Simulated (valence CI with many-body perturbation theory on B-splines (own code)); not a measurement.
The numbers below are computed, except where a source is named.
Ag IX: what the settings do

Level of theory: configuration interaction combined with many-body perturbation theory (CI+MBPT): three valence electrons over a frozen Dirac-Fock core [Kr], radial functions for each j: 6 s, 6 p, 5 d, 5 f, 1 g, with the one-electron correlation potential Σ1 (screened to all orders), the two-electron term Σ2, the three-electron term Σ3, Breit, model QED; selected single and double excitations, second order for the rest, scaled by the run's own slope (own B-spline code, finite nucleus).

No measured levels were compared; by estimate terms of the open shell hold to 2 to 4 % of their energy, and close levels can change places; different configurations can be misplaced against each other by 1,000 to 8,000 cm⁻¹. Only levels of the ground parity were solved; by the run's estimate the other parity begins above the list, which can be wrong where configurations are misplaced.

The reference run has the lowest level 4d3 4F_3/2 and an ionisation energy of 146.368 eV. Its largest variational space holds 3984 state functions.

Names give the largest LS component (configuration and term), which can be under half, so a name can repeat, a term be missing and a line seem to break the LS rules; names also repeat where a configuration has a term twice. Letters in brackets count levels of one name in rising energy.

Changed runs:
A. QED terms on → off
B. core polarisation of operators on → off
C. shift of the energy in Σ1 (hartree) 0 → 0.672; lowest core n in screening and Σ2 2 → 4
D. size limit of the variational space 10000 → 100; second order for the rest on → off (bad on purpose)

Excitation energies of the reference run in cm⁻¹, and shifts in cm⁻¹:

| Level | Reference | A | B | C | D |
| --- | --- | --- | --- | --- | --- |
| 4d3 4F_5/2 | 3091 | -12 | 0 | -4.9 | +117 |
| 4d3 4F_7/2 | 6514 | -23 | 0 | -5.3 | +111 |
| 4d3 4F_9/2 | 9884 | -30 | 0 | -0.2 | +144 |
| 4d3 4P_3/2 | 18208 | -5.3 | 0 | +184 | +665 |
| 4d3 4P_1/2 | 18913 | -12 | 0 | +198 | -282 |
| 4d3 2G_7/2 | 22377 | -20 | 0 | +99 | +855 |
| 4d3 2G_9/2 | 23353 | -19 | 0 | +138 | +712 |
| 4d3 4P_5/2 | 23476 | -27 | 0 | +205 | +767 |
| 4d3 2D_3/2 [a] | 28017 | -24 | 0 | +139 | +1160 |
| 4d3 2P_1/2 | 29719 | -28 | 0 | +137 | +177 |
| 4d3 2H_11/2 | 31220 | -31 | 0 | +201 | -53 |
| 4d3 2H_9/2 | 32249 | -43 | 0 | +149 | +741 |
| Ionisation energy (eV) | 146.368 | -0.010 | 0 | +0.415 | -0.110 |

No effect on these energies: B.
